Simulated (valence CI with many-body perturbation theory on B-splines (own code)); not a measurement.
## Forbidden lines of Sn26+

Computed by relativistic CI+MBPT: six valence electrons over a frozen Dirac-Fock core [Ar], a basis of 7 s, 7 p, 8 d, 6 f, 4 g, 1 h functions for each j, with the one-electron correlation potential Σ1, the two-electron term Σ2, the three-electron term Σ3, Breit, model QED; selected CI, second order for the rest, scaled by the run's own slope (own B-spline code, finite nucleus).

The last digits are not significant, and no measured levels were compared; by estimate large intervals hold to a few tenths of a per cent, small ones and those within an open d or f shell to about a per cent. Core correlation moves these levels by up to 10000 cm⁻¹, and in measured spectra 5 to 20 % of such shifts remained as error; rates that hang on mixing are uncertain with them. Among the levels kept, up to 960 cm⁻¹ of a level comes from second order outside the variational space, and about a tenth of that is noise between levels of different J, which matters for small intervals. Only levels of the ground parity were solved; by the run's estimate the other parity begins above the list, which can be wrong where configurations are misplaced.

Lines 51 to 100 of 120 in falling wavelength, among levels below 548720 cm⁻¹, chosen from the decays that carry over 1 % of a level's rate. Wavelengths and rates use the calculated energies. Electric multipoles are in the length gauge, E1 and E2 with the static RPA response of the core. Weak lines are less certain than strong ones. Lines between different terms over intervals too small for the method are left out, as are lines whose strength nearly cancels.

Names give the largest LS component (configuration and term), which can be under half, so a name can repeat, a term be missing and a line seem to break the LS rules; names also repeat where a configuration has a term twice. Letters in brackets count levels of one name in rising energy.

| λ vac (Å) | Upper | Lower | Type | A (s⁻¹) | Branch % |
| --- | --- | --- | --- | --- | --- |
| 1106 | 3d⁶ ³F_4 | 3d⁶ ³G_3 | M1 | 2.26e+03 | 9.3 |
| 1075 | 3d⁶ ³F_2 [a] | 3d⁶ ⁵D_3 | M1 | 7.19e+03 | 69.1 |
| 1059 | 3d⁶ ³P_1 [b] | 3d⁶ ³D_1 | M1 | 1.25e+03 | 3.2 |
| 1052 | 3d⁶ ³P_1 [a] | 3d⁶ ³F_2 [a] | M1 | 5.34e+03 | 24.3 |
| 1050 | 3d⁶ ³G_4 | 3d⁶ ³H_4 [a] | M1 | 1.96e+03 | 25.8 |
| 1047 | 3d⁶ ¹F_3 | 3d⁶ ⁵D_2 [b] | M1 | 1.83e+02 | 2.6 |
| 1027 | 3d⁶ ¹I_6 | 3d⁶ ³G_5 | M1 | 1.93e+03 | 29.6 |
| 1023 | 3d⁶ ¹I_6 | 3d⁶ ³H_6 | M1 | 4.57e+03 | 70.1 |
| 1014 | 3d⁶ ⁵D_2 [b] | 3d⁶ ⁵D_2 [a] | M1 | 2.18e+03 | 13.2 |
| 1010 | 3d⁶ ³F_4 | 3d⁶ ³D_3 | M1 | 9.42e+02 | 3.9 |
| 978.8 | 3d⁶ ³H_5 | 3d⁶ ³H_4 [a] | M1 | 1.39e+02 | 1.8 |
| 949.6 | 3d⁶ ¹S_0 [a] | 3d⁶ ⁵D_1 | M1 | 2.60e+04 | 100.0 |
| 948.9 | 3d⁶ ³P_1 [b] | 3d⁶ ¹S_0 [a] | M1 | 5.09e+03 | 13.0 |
| 943.5 | 3d⁶ ³F_3 [a] | 3d⁶ ⁵D_2 [a] | M1 | 7.85e+02 | 9.4 |
| 939.9 | 3d⁶ ³P_1 [a] | 3d⁶ ⁵D_2 [b] | M1 | 7.86e+03 | 35.8 |
| 913.2 | 3d⁶ ³F_4 | 3d⁶ ³H_5 | M1 | 5.65e+03 | 23.4 |
| 909.0 | 3d⁶ ³F_2 [a] | 3d⁶ ⁵D_2 [a] | M1 | 2.99e+03 | 28.7 |
| 892.4 | 3d⁶ ¹D_2 [a] | 3d⁶ ³F_2 [a] | M1 | 7.11e+03 | 45.1 |
| 887.4 | 3d⁶ ³D_3 | 3d⁶ ³H_4 [a] | M1 | 2.98e+03 | 18.7 |
| 876.3 | 3d⁶ ¹G_4 [a] | 3d⁶ ³F_3 [a] | M1 | 2.27e+03 | 17.9 |
| 865.2 | 3d⁶ ³H_6 | 3d⁶ ⁵D_4 | E2 | 1.40e-03 | 96.9 |
| 862.3 | 3d⁶ ³G_5 | 3d⁶ ⁵D_4 | M1 | 9.72e+02 | 83.0 |
| 861.6 | 3d⁶ ¹D_2 [a] | 3d⁶ ³F_3 [a] | M1 | 3.81e+03 | 24.1 |
| 860.2 | 3d⁶ ³D_1 | 3d⁶ ⁵D_1 | M1 | 2.76e+03 | 26.9 |
| 849.7 | 3d⁶ ³F_2 [b] | 3d⁶ ³D_2 | M1 | 5.50e+03 | 25.5 |
| 844.5 | 3d⁶ ³D_2 | 3d⁶ ⁵D_1 | M1 | 1.16e+02 | 2.3 |
| 839.6 | 3d⁶ ³D_1 | 3d⁶ ⁵D_0 | M1 | 4.48e+03 | 43.8 |
| 834.3 | 3d⁶ ³F_2 [b] | 3d⁶ ³D_1 | M1 | 3.26e+03 | 15.1 |
| 824.5 | 3d⁶ ³G_3 | 3d⁶ ³H_4 [a] | M1 | 7.58e+02 | 8.8 |
| 817.1 | 3d⁶ ³H_4 [b] | 3d⁶ ⁵D_3 | M1 | 2.95e+02 | 2.3 |
| 774.5 | 3d⁶ ³F_4 | 3d⁶ ³H_4 [b] | M1 | 8.01e+03 | 33.1 |
| 740.4 | 3d⁶ ³G_4 | 3d⁶ ⁵D_3 | M1 | 4.94e+02 | 6.5 |
| 736.3 | 3d⁶ ³P_1 [b] | 3d⁶ ³F_2 [a] | M1 | 3.08e+03 | 7.8 |
| 732.1 | 3d⁶ ³D_2 | 3d⁶ ⁵D_3 | M1 | 3.63e+02 | 7.3 |
| 729.3 | 3d⁶ ¹G_4 [a] | 3d⁶ ³G_5 | M1 | 5.48e+03 | 43.3 |
| 728.0 | 3d⁶ ¹F_3 | 3d⁶ ³H_4 [a] | M1 | 2.99e+03 | 43.2 |
| 719.6 | 3d⁶ ³F_3 [a] | 3d⁶ ⁵D_4 | M1 | 4.18e+03 | 50.1 |
| 688.4 | 3d⁶ ³P_0 [a] | 3d⁶ ⁵D_1 | M1 | 3.54e+03 | 92.4 |
| 679.5 | 3d⁶ ³P_1 [b] | 3d⁶ ⁵D_2 [b] | M1 | 2.22e+04 | 56.5 |
| 660.5 | 3d⁶ ³D_1 | 3d⁶ ⁵D_2 [a] | M1 | 5.80e+02 | 5.7 |
| 655.7 | 3d⁶ ³D_3 | 3d⁶ ⁵D_3 | M1 | 5.88e+03 | 37.0 |
| 651.2 | 3d⁶ ³D_2 | 3d⁶ ⁵D_2 [a] | M1 | 3.29e+03 | 66.1 |
| 620.7 | 3d⁶ ³G_3 | 3d⁶ ⁵D_3 | M1 | 9.05e+02 | 10.5 |
| 612.3 | 3d⁶ ¹G_4 [a] | 3d⁶ ³H_4 [a] | M1 | 3.52e+02 | 2.8 |
| 605.1 | 3d⁶ ³F_2 [b] | 3d⁶ ³F_3 [a] | M1 | 2.26e+03 | 10.5 |
| 590.0 | 3d⁶ ³D_3 | 3d⁶ ⁵D_2 [a] | M1 | 2.14e+02 | 1.3 |
| 588.5 | 3d⁶ ³P_1 [a] | 3d⁶ ⁵D_1 | M1 | 2.84e+03 | 12.9 |
| 580.3 | 3d⁶ ³H_4 [b] | 3d⁶ ⁵D_4 | M1 | 1.95e+03 | 15.5 |
| 579.4 | 3d⁶ ³F_2 [b] | 3d⁶ ⁵D_2 [b] | M1 | 3.16e+03 | 14.6 |
| 564.4 | 3d⁶ ¹F_3 | 3d⁶ ⁵D_3 | M1 | 8.48e+02 | 12.3 |
